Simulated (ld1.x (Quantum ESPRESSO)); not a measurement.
# Varying the TM potential for tungsten (W)

Base potential:

| Item | Value |
| --- | --- |
| Element | W (Z = 74) |
| Generator | ld1.x (Quantum ESPRESSO) 7.5 |
| Type | norm-conserving Troullier–Martins (Kleinman–Bylander form) |
| Functional | PBE |
| Relativity | scalar-relativistic |
| Frozen core | [Kr] 4d10 4f14 5s2 |
| Valence charge | 12 |
| Reference configuration | 5p6 5d4 6s2 6p0 |
| Partial waves | 6s (bound): rc 2.70 bohr; 5p (bound): rc 1.55 bohr; 5d (bound): rc 2.15 bohr |
| Local potential | the d channel |
| Core correction | none |

Cutoffs, loose and tight: the cutoffs (Ry, on a coarse ladder) from which the occupation-weighted sum of valence levels, in a spherical-Bessel basis at the reference potential, stays within 10 and 1 mRy of its value at 400 Ry. They do not see the model core or the augmentation charge, which bear on the density cutoff. Test errors are all-electron minus pseudo excitation energies from the reference, over the configurations 5p6 5d4 6s1 6p0; 5p6 5d4 6s0 6p0; 5p6 5d3 6s0 6p0; 5p6 5d3 6s2 6p0; 5p6 5d2 6s0 6p0; 5p6 5d4.5 6s1.5 6p0; 5p6 5d3 6s2 6p1. A dash means not determined; rows that change the core or the reference have their own tests. The largest error is taken over the tests solved by every variant that gives reliable tests at all: 5p6 5d2 6s0 6p0; 5p6 5d3 6s0 6p0; 5p6 5d3 6s2 6p0; 5p6 5d4 6s0 6p0; 5p6 5d4 6s1 6p0; 5p6 5d4.5 6s1.5 6p0.

A true bound ghost makes a file unfit for plane-wave use even where its test errors are small: the radial tests pick states by their node count and pass the ghost by. Where a test does run into it, the solver fails or the error is huge.

```csv
change,outcome,"cutoff, loose","cutoff, tight",bound ghosts,largest test error (meV)
base,generated,50 Ry,90 Ry,"p, s",+79
core correction a·sin(br)/r model core inside 0.70 bohr,generated,50 Ry,90 Ry,"p, s",-63
core correction a·sin(br)/r model core inside 1.00 bohr,generated,50 Ry,90 Ry,"p, s",-63
core correction a·sin(br)/r model core inside 1.32 bohr,generated,50 Ry,90 Ry,"p, s",-64
core correction a·sin(br)/r model core inside 1.60 bohr,generated,50 Ry,90 Ry,"p, s",-63
```

Q: What comes out with this change to the base: core correction a·sin(br)/r model core inside 1.82 bohr?

A: outcome: generated; cutoff, loose: 50 Ry; cutoff, tight: 90 Ry; bound ghosts: p, s; largest test error (meV): -49.
